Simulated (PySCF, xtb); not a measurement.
O₃W, SMILES [O]=[W](=[O])=[O] (connectivity only; charge and spin as stated), charge +1, multiplicity 2.

Harmonic wavenumbers (cm⁻¹) from GFN2-xTB (xtb) at its own minimum, in rising order: 143, 180, 180, 604, 604, 631.

Question: What does B3LYP-D3(BJ)/def2-TZVP run with PySCF 2.14.0 give at its own minimum? (The exact figures need the calculation; the answer reports its results.)

Answer: 130, 260, 350, 623, 864, 1040. Paired by order, the mean absolute difference is 158 cm⁻¹ and the zero-point energies are 3.3 and 4.7 kcal/mol.
